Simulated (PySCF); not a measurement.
## How methods differ on the ionisation energy of Yb³⁰⁺

Yb³⁰⁺ [Kr] 4d4 [4d3/2^4, M_J = 0] → Yb³¹⁺ [Kr] 4d3 [4d3/2^3, M_J = 3/2], as a difference of total energies. All numbers are calculated (PySCF 2.14, the two-component X2C-1e Hamiltonian, in an uncontracted even-tempered set (17 s from 2.8 bohr⁻², ratio 2.8; 14 p from 3.6 bohr⁻², ratio 2.8; 9 d from 3.6 bohr⁻², ratio 2.8; 3 f from 14 bohr⁻², ratio 3)). Correlated levels: [Ar] 3d10 frozen; the 92 highest virtual spinors dropped. "Screened" scales the spin-orbit matrix elements by Boettger's factors to mimic the two-electron term; Breit and QED terms are absent.

| method | ionisation energy (eV) |
| --- | --- |
| GHF (spin-free) | 1170.3 |
| GMP2 (spin-free) | 1170.4 |
| GHF (screened spin-orbit) | 1174.7 |
| GMP2 (screened spin-orbit) | 1175.3 |

Breit and QED terms and the two-electron picture change are absent.

The spin-free rows relax to the high-spin LS determinant and lack the spin-orbit shift.

The labels give the starting determinants; with spin-orbit coupling the two ends relaxed to ⟨J²⟩ = 0.00, ⟨L²⟩ = 2.46, ⟨S²⟩ = 2.46 and ⟨J²⟩ = 3.84, ⟨L²⟩ = 8.24, ⟨S²⟩ = 2.24.

For comparison: 1175 ± 4 eV (theoretical estimate listed by NIST; NIST Atomic Spectra Database, ionization energies).
